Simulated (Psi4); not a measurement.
Input for Psi4: SAPT0/jun-cc-pV(D+d)Z on AlH5S (a complex), monomers drawn apart or pushed together.

```
memory 1800 MB

molecule dimer {
0 1
Al   -0.25202210   -0.12635167    0.49225603
H    -1.00168848   -1.49315276    0.80039847
H    -1.11700855    1.19676598    0.33867608
H     1.19678043   -0.18373076   -0.15599863
--
0 1
S     0.49699208    0.35937757    2.63209773
H     1.00282053   -0.84931264    2.93425397
H    -0.64995503    0.12355647    3.29315562
units angstrom
symmetry c1
no_reorient
no_com
}

set {
  basis jun-cc-pV(D+d)Z
  scf_type df
  freeze_core true
}

energy('sapt0')
```

Output:

```
[...]
==> Input File <==

--------------------------------------------------------------------------
memory 1800 MB

molecule dimer {
0 1
Al   -0.25202210   -0.12635167    0.49225603
H    -1.00168848   -1.49315276    0.80039847
H    -1.11700855    1.19676598    0.33867608
H     1.19678043   -0.18373076   -0.15599863
--
0 1
S     0.49699208    0.35937757    2.63209773
H     1.00282053   -0.84931264    2.93425397
H    -0.64995503    0.12355647    3.29315562
units angstrom
symmetry c1
no_reorient
no_com
}

set {
  basis jun-cc-pV(D+d)Z
  scf_type df
  freeze_core true
}

energy('sapt0')
--------------------------------------------------------------------------


   => Loading Basis Set <=

    Name: JUN-CC-PV(D+D)Z
    Role: ORBITAL
    Keyword: BASIS
    atoms 1        entry AL         line   500 file jun-cc-pv_dpd_z.gbs
    atoms 2-4, 6-7 entry H          line    60 file jun-cc-pv_dpd_z.gbs
    atoms 5        entry S          line   698 file jun-cc-pv_dpd_z.gbs

   => Loading Basis Set <=

    Name: JUN-CC-PV(D+D)Z
    Role: ORBITAL
    Keyword: BASIS
    atoms 1        entry AL         line   500 file jun-cc-pv_dpd_z.gbs
    atoms 2-4, 6-7 entry H          line    60 file jun-cc-pv_dpd_z.gbs
    atoms 5        entry S          line   698 file jun-cc-pv_dpd_z.gbs


  //>>>>>>>>>>>>>>>>>>>>>>>>>>>>>>>>>>>//
  //              Dimer HF             //
  //<<<<<<<<<<<<<<<<<<<<<<<<<<<<<<<<<<<//

   => Libint2 <=

    Primary   basis highest AM E, G, H:  7, 6, 3
    Auxiliary basis highest AM E, G, H:  7, 7, 4
    Onebody   basis highest AM E, G, H:  -, -, -
    Solid Harmonics ordering:            Gaussian


   => Loading Basis Set <=

    Name: JUN-CC-PV(D+D)Z
    Role: ORBITAL
    Keyword: BASIS
    atoms 1        entry AL         line   500 file jun-cc-pv_dpd_z.gbs
    atoms 2-4, 6-7 entry H          line    60 file jun-cc-pv_dpd_z.gbs
    atoms 5        entry S          line   698 file jun-cc-pv_dpd_z.gbs


         ---------------------------------------------------------
                                   SCF
               by Justin Turney, Rob Parrish, Andy Simmonett
                          and Daniel G. A. Smith
                              RHF Reference
                        1 Threads,   1716 MiB Core
         ---------------------------------------------------------

  ==> Geometry <==

    Molecular point group: c1
    Full point group: C1

    Geometry (in Angstrom), charge = 0, multiplicity = 1:

       Center              X                  Y                   Z               Mass
    ------------   -----------------  -----------------  -----------------  -----------------
         AL          -0.252022100000    -0.126351670000     0.492256030000    26.981538530000
         H           -1.001688480000    -1.493152760000     0.800398470000     1.007825032230
         H           -1.117008550000     1.196765980000     0.338676080000     1.007825032230
         H            1.196780430000    -0.183730760000    -0.155998630000     1.007825032230
         S            0.496992080000     0.359377570000     2.632097730000    31.972071174400
         H            1.002820530000    -0.849312640000     2.934253970000     1.007825032230
         H           -0.649955030000     0.123556470000     3.293155620000     1.007825032230

  Running in c1 symmetry.

  Rotational constants: A =      1.12259  B =      0.06415  C =      0.06322 [cm^-1]
  Rotational constants: A =  33654.49713  B =   1923.26586  C =   1895.26850 [MHz]
  Nuclear repulsion =   88.315526879353541

  Charge       = 0
  Multiplicity = 1
  Electrons    = 34
  Nalpha       = 17
  Nbeta        = 17

  ==> Algorithm <==

  SCF Algorithm Type is DF.
  DIIS enabled.
  MOM disabled.
  Fractional occupation disabled.
  Guess Type is SAD.
  Energy threshold   = 1.00e-08
  Density threshold  = 1.00e-08
  Integral threshold = 1.00e-12

  ==> Primary Basis <==

  Basis Set: JUN-CC-PV(D+D)Z
    Blend: JUN-CC-PV(D+D)Z
    Number of shells: 37
    Number of basis functions: 79
    Number of Cartesian functions: 83
    Spherical Harmonics?: true
    Max angular momentum: 2

   => Loading Basis Set <=

    Name: (JUN-CC-PV(D+D)Z AUX)
    Role: JKFIT
    Keyword: DF_BASIS_SCF
    atoms 1        entry AL         line   426 file jun-cc-pvdz-jkfit.gbs
    atoms 2-4, 6-7 entry H          line    70 file jun-cc-pvdz-jkfit.gbs
    atoms 5        entry S          line   666 file jun-cc-pvdz-jkfit.gbs

  ==> Integral Setup <==

  DFHelper Memory: AOs need 0.019 GiB; user supplied 1.257 GiB.
  SCF_SUBTYPE=INCORE selected. In-core MEM_DF algorithm will be used.
  Using in-core AOs.

  ==> MemDFJK: Density-Fitted J/K Matrices <==

    J tasked:                   Yes
    K tasked:                   Yes
    wK tasked:                   No
    OpenMP threads:               1
    Algorithm:                 Core
    Schwarz Cutoff:           1E-12
    Mask sparsity (%):       0.0000
    Fitting Condition:        1E-10

   => Auxiliary Basis Set <=

  Basis Set: (JUN-CC-PV(D
[...]

      79A     88.324245

    Final Occupation by Irrep:
              A
    DOCC [     9 ]
    NA   [     9 ]
    NB   [     9 ]

  @DF-RHF Final Energy:  -398.70165223464693

   => Energetics <=

    Nuclear Repulsion Energy =             12.8645420800478743
    One-Electron Energy =                -576.4187041612010489
    Two-Electron Energy =                 164.8525098465063365
    Total Energy =                       -398.7016522346468719

Computation Completed


Properties will be evaluated at   0.000000,   0.000000,   0.000000 [a0]

Properties computed using the SCF density matrix


 Multipole Moments:

 ------------------------------------------------------------------------------------
     Multipole            Electronic (a.u.)      Nuclear  (a.u.)        Total (a.u.)
 ------------------------------------------------------------------------------------

 L = 1.  Multiply by 2.5417464519 to convert [e a0] to [Debye]
 Dipole X            :        -15.8710773           15.6936818           -0.1773955
 Dipole Y            :         -9.8822086            9.4945225           -0.3876860
 Dipole Z            :        -91.1171923           91.3512001            0.2340078
 Magnitude           :                                                    0.4863428

 ------------------------------------------------------------------------------------

  Constructing Basis Sets for SAPT...

   => Loading Basis Set <=

    Name: (JUN-CC-PV(D+D)Z AUX)
    Role: RIFIT
    Keyword: DF_BASIS_SAPT
    atoms 1        entry AL         line   320 file jun-cc-pvdz-ri.gbs
    atoms 2-4, 6-7 entry H          line    30 file jun-cc-pvdz-ri.gbs
    atoms 5        entry S          line   488 file jun-cc-pvdz-ri.gbs

   => Loading Basis Set <=

    Name: (JUN-CC-PV(D+D)Z AUX)
    Role: JKFIT
    Keyword: DF_BASIS_ELST
    atoms 1        entry AL         line   426 file jun-cc-pvdz-jkfit.gbs
    atoms 2-4, 6-7 entry H          line    70 file jun-cc-pvdz-jkfit.gbs
    atoms 5        entry S          line   666 file jun-cc-pvdz-jkfit.gbs


  //>>>>>>>>>>>>>>>>>>>>>>>>>>>>>>>>>>>//
  //               SAPT0               //
  //<<<<<<<<<<<<<<<<<<<<<<<<<<<<<<<<<<<//



        SAPT0
    Ed Hohenstein
     6 June 2009

      Orbital Information
  --------------------------
    NSO        =        79
    NMO        =        79
    NRI        =       240
    NRI (Elst) =       357
    NOCC A     =         8
    NOCC B     =         9
    FOCC A     =         5
    FOCC B     =         5
    NVIR A     =        71
    NVIR B     =        70

    Elst10,r            =    -0.070864910535 [Eh]
    Exch10              =     0.106206472523 [Eh]
    Exch10 (S^2)        =     0.099726219308 [Eh]

    Maxiter = 50
    CPHF R converge = 1.000000E-08

    Iter     Energy [mEh]          dE [mEh]         Residual      Time [s]
       1     -22.50791806      22.507918058     2.077922e-02             0
       2     -27.78447546       5.276557397     2.554781e-03             0
       3     -27.62154757      -0.162927887     3.822414e-04             0
       4     -27.63462722       0.013079651     6.605548e-05             0
       5     -27.63335611      -0.001271107     1.719504e-05             0
       6     -27.63349065       0.000134534     3.031843e-06             0
       7     -27.63351204       0.000021398     3.531192e-07             0
       8     -27.63350475      -0.000007299     4.388396e-08             0
       9     -27.63350553       0.000000783     3.493225e-09             0

    CHF Iterations converged

    Maxiter = 50
    CPHF R converge = 1.000000E-08

    Iter     Energy [mEh]          dE [mEh]         Residual      Time [s]
       1    -122.59474491     122.594744915     6.461650e-02             0
       2    -152.82356119      30.228816271     2.497420e-02             0
       3    -155.53662333       2.713062141     4.357806e-03             0
       4    -154.63470528      -0.901918044     6.878253e-04             0
       5    -154.72126951       0.086564228     1.351096e-04             0
       6    -154.71642308      -0.004846431     4.114966e-05             0
       7    -154.71371972      -0.002703362     1.096162e-05             0
       8    -154.71439892       0.000679203     1.744840e-06             0
       9    -154.71438761      -0.000011312     5.228871e-07             0
      10    -154.71437614      -0.000011467     8.696932e-08             0
      11    -154.71437848       0.000002337     1.177011e-08             0
      12    -154.71437827      -0.000000208     2.325993e-09             0

    CHF Iterations converged

    Ind20,r (A<-B)      =    -0.027633505528 [Eh]
    Ind20,r (B<-A)      =    -0.154714378272 [Eh]
    Ind20,r             =    -0.182347883800 [Eh]
    Exch-Ind20,r (A<-B) =     0.023871982760 [Eh]
    Exch-Ind20,r (B<-A) =     0.103669983430 [Eh]
    Exch-Ind20,r        =     0.127541966190 [Eh]
    Disp20              =    -0.016355983985 [Eh]
    Disp20 (SS)         =    -0.008177991993 [Eh]
    Disp20 (OS)         =    -0.008177991993 [Eh]
    Exch-Disp20         =     0.003179346537 [Eh]
    Exch-Disp20 (SS)    =     0.001978762425 [Eh]
    Exch-Disp20 (OS)    =     0.001200584112 [Eh]

    SAPT Results
  --------------------------------------------------------------------------------------------------------
    Electrostatics                -70.86491054 [mEh]     -44.46840272 [kcal/mol]    -186.05579698 [kJ/mol]
      Elst10,r                    -70.86491054 [mEh]     -44.46840272 [kcal/mol]    -186.05579698 [kJ/mol]

    Exchange                      106.20647252 [mEh]      66.64556768 [kcal/mol]     278.84505519 [kJ/mol]
      Exch10                      106.20647252 [mEh]      66.64556768 [kcal/mol]     278.84505519 [kJ/mol]
      Exch10(S^2)                  99.72621931 [mEh]      62.57914740 [kcal/mol]     261.83115272 [kJ/mol]

    Induction                     -41.06205905 [mEh]     -25.76683107 [kcal/mol]    -107.80842118 [kJ/mol]
      Ind20,r                    -182.34788380 [mEh]    -114.42502461 [kcal/mol]    -478.75430296 [kJ/mol]
      Exch-Ind20,r                127.54196619 [mEh]      80.03379209 [kcal/mol]     334.86138610 [kJ/mol]
      delta HF,r (2)               13.74385856 [mEh]       8.62440145 [kcal/mol]      36.08449568 [kJ/mol]

    Dispersion                    -13.17663745 [mEh]      -8.26846483 [kcal/mol]     -34.59525685 [kJ/mol]
      Disp20                      -16.35598399 [mEh]     -10.26353490 [kcal/mol]     -42.94263004 [kJ/mol]
      Exch-Disp20                   3.17934654 [mEh]       1.99507007 [kcal/mol]       8.34737318 [kJ/mol]
      Disp20 (SS)                  -8.17799199 [mEh]      -5.13176745 [kcal/mol]     -21.47131502 [kJ/mol]
      Disp20 (OS)                  -8.17799199 [mEh]      -5.13176745 [kcal/mol]     -21.47131502 [kJ/mol]
      Exch-Disp20 (SS)              1.97876243 [mEh]       1.24169217 [kcal/mol]       5.19524003 [kJ/mol]
      Exch-Disp20 (OS)              1.20058411 [mEh]       0.75337790 [kcal/mol]       3.15213315 [kJ/mol]

  Total HF                         -5.72049706 [mEh]      -3.58966610 [kcal/mol]     -15.01916297 [kJ/mol]
  Total SAPT0                     -18.89713451 [mEh]     -11.85813093 [kcal/mol]     -49.61441982 [kJ/mol]

  Special recipe for scaled SAPT0 (see Manual):
    Electrostatics sSAPT0         -70.86491054 [mEh]     -44.46840272 [kcal/mol]    -186.05579698 [kJ/mol]
    Exchange sSAPT0               106.20647252 [mEh]      66.64556768 [kcal/mol]     278.84505519 [kJ/mol]
    Induction sSAPT0              -14.54824530 [mEh]      -9.12916175 [kcal/mol]     -38.19641276 [kJ/mol]
    Dispersion sSAPT0             -12.51570517 [mEh]      -7.85372357 [kcal/mol]     -32.85997940 [kJ/mol]
  Total sSAPT0                      8.27761152 [mEh]       5.19427965 [kcal/mol]      21.73286605 [kJ/mol]
  --------------------------------------------------------------------------------------------------------



*** Psi4 exiting successfully. Buy a developer a beer!
```

The run finished.

Cost: roughly 6 core-seconds.
